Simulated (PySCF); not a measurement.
Computed IR spectrum (relative IR intensity) of a molecule C4H6OSe. Geometry optimised at PBE-D3(BJ)/def2-SVP. The values are those of a single conformer. All values below come from PySCF with PBE-D3(BJ)/def2-SVP. Frequencies are harmonic and unscaled.

| ν (cm⁻¹) | relative intensity |
|---|---|
| 195 | 4.9 |
| 622 | 3.3 |
| 764 | 21 |
| 769 | 13 |
| 868 | 7.0 |
| 958 | 9.8 |
| 986 | 72 |
| 1035 | 5.3 |
| 1125 | 11 |
| 1168 | 24 |
| 1190 | 24 |
| 1307 | 9.6 |
| 1717 | 100 |
| 2338 | 22 |
| 2980 | 33 |
| 3053 | 9.7 |

Task: Pick the molecule that these values belong to.
A. C/C=C1/OC[Se]1
B. O=C[C@@H]1C[C@@H]1[SeH]
C. [SeH]C[C@@H]1C=CO1
D. C=C1OC[C@H]1[SeH]

Result: D, C=C1OC[C@H]1[SeH]
